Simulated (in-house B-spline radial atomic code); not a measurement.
RPA and G0W0 on PBE: the rhodium ion Rh¹⁷⁺

Configuration [Ar] 3d10, mean-field start PBE. Computed with a B-spline radial code for spherical atoms: all electrons, non-relativistic, point nucleus, each spin shell either full or empty, empty states to l = 9 with an (l + 1/2)⁻⁴ tail; G0W0 by contour deformation at full frequency.

Without relativity these are model numbers: it shifts the levels of so heavy an element strongly and can reorder them.

Command:
```bash
python run_gw.py task.json out
```
Settings (radii: box in bohr, nucleus in fm):
```
Z                        45
electrons                28
configuration            [Ar] 3d10
hamiltonian              nr
method                   pbe,pbe
lmax                     9
spin_polarised           False
box_radius               4.58
intervals                48
```

Time taken, with all properties: 1.6 s on 1 thread of Arm Neoverse N1, with other jobs on the host.

Energies (hartree):

| term | value |
| --- | --- |
| mean-field total | -4577.74143 |
| Hartree-Fock functional on these orbitals | -4576.98294 |
| direct second order | -2.3006 |
| second-order exchange | 0.66308 |
| SOSEX correction | 0.63679 |

(1) What is the RPA correlation energy, and what remains with SOSEX?

Quasi-particle levels (eV):

```csv
level,occupied,mean field,Σx - vxc,Σc,QP weight,G0W0
3d,yes,-714.28,-33.38,?,?,?
3p,yes,-881.65,-46.62,6.11,0.982,-922.16
3s,yes,-973.00,-54.95,6.87,0.937,-1021.08
4s,no,-421.55,15.82,-1.60,0.997,-407.34
```

G0W0 = mean field + (Σx - vxc) + Σc, with Σc (partial-wave tail included) taken at the quasi-particle energy. Only the outer levels were computed. Levels of low weight are left out.

(2) Where does G0W0 put 3d?

## Answers

(1) RPA gives -2.1378 hartree (-2.08 eV per electron); RPA + SOSEX gives -1.5011, and the second-order doubles -1.6375 hartree (no singles). SOSEX takes back 30 % of the RPA value.

(2) At -745.27 eV, with Σc = 2.39 eV and a quasi-particle weight of 0.988. The tabulated removal energy is 739 ± 3 eV (NIST, tabulated theory); the calculation leaves out relativity, Breit and QED terms, and what these don't explain is the method's own error.
